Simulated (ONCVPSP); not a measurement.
What one change does to a pseudopotential (hydrogen (H), ONCV)

* Element: H
* Generator: ONCVPSP 4.0.1
* Type: optimised norm-conserving Vanderbilt (ONCV)
* Functional: PBE
* Relativity: non-relativistic
* Frozen core: none
* Valence charge: 1
* Reference configuration: 1s1
* Partial waves: 1s: rc 0.90 bohr, ncon 4, nbas 8, qcut 7.3 1/bohr, 2 projectors, debl 3.4 Ha; p scattering state at 0.26 Ha: rc 0.75 bohr, ncon 4, nbas 8, qcut 12.6 1/bohr, 2 projectors, debl 1.3 Ha
* Local potential: polynomial inside 0.60 bohr (lpopt 5, dvloc0 0 Ha)
* Core correction: none

Change: s: qcut 10.1.

Cutoffs: the cutoffs (Ha) at which the residual kinetic energy of the hardest occupied pseudo-wave falls to 1 and 0.1 mHa per electron; they do not see the model core or the augmentation charge, which bear on the density cutoff. Errors are all-electron minus pseudo energies relative to the spin-unpolarised reference configuration.

Q: Predict the effect on cutoff, ghosts and configuration errors.

A: The potential gets harder (19 Ha and 33 Ha → 23 Ha and 35 Ha); neither file shows a bound ghost. The waves are optimised to have the least kinetic energy above qcut, so the cutoff follows it (qcut²/2 in Ha).

| quantity | base | changed |
| --- | --- | --- |
| cutoff, loose | 19 Ha | 23 Ha |
| cutoff, tight | 33 Ha | 35 Ha |
| bound ghosts | none | none |
| GHOST(+) flags under 300 eV | none | none |
| error for 1s0.5, meV [ΔE 4.76 eV] | +0.7 | +0.4 |
| s: phases at 0.91 bohr within 0.05 rad from the reference energy up to (Ha; the scan ends near 5) | to the end of the scan | to the end of the scan |
| p: phases at 0.76 bohr within 0.05 rad from the reference energy up to (Ha; the scan ends near 5) | to the end of the scan | to the end of the scan |
